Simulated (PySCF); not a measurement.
SMILES C[Si](C)(C)CBr (C4H11BrSi), singlet, GFN2-xTB optimised geometry.

```
17

C      1.59    -0.69     0.00
Si    -0.31    -0.69     0.00
C     -1.01    -1.53    -1.56
C     -1.01    -1.49     1.59
C     -0.91     1.14     0.00
Br    -0.26     2.07    -1.59
H      1.99    -0.22     0.89
H      1.98    -0.16    -0.86
H      1.98    -1.71    -0.03
H     -2.10    -1.54    -1.56
H     -0.68    -2.56    -1.63
H     -0.69    -1.02    -2.46
H     -2.09    -1.47     1.60
H     -0.66    -0.98     2.48
H     -0.70    -2.52     1.66
H     -0.53     1.71     0.85
H     -1.99     1.23    -0.03
```

Density from PBE/def2-SVP in PySCF at that geometry.

Minimum of the electron density along straight lines between bonded atoms, close to the bond critical point (lines longer than 1.1 times the sum of covalent radii, or with two minima, are not listed):

```tsv
bond	length / Å	ρ at the minimum / e bohr⁻³	∇²ρ there / e bohr⁻⁵	position (fraction from the first atom)
C1–Si2	1.903	0.110	0.30	0.62
Si2–C3	1.903	0.110	0.30	0.38
Si2–C4	1.904	0.109	0.30	0.38
Si2–C5	1.926	0.105	0.30	0.38
C5–Br6	1.956	0.141	-0.12	0.44
C1–H7	1.087	0.269	-0.94	0.63
C1–H8	1.086	0.270	-0.96	0.63
C1–H9	1.086	0.269	-0.95	0.63
C3–H10	1.087	0.269	-0.94	0.63
C3–H11	1.086	0.269	-0.95	0.63
C3–H12	1.086	0.270	-0.96	0.63
C4–H13	1.086	0.270	-0.95	0.63
C4–H14	1.085	0.270	-0.95	0.63
C4–H15	1.085	0.270	-0.95	0.63
C5–H16	1.087	0.276	-1.02	0.64
C5–H17	1.087	0.276	-1.02	0.64
```
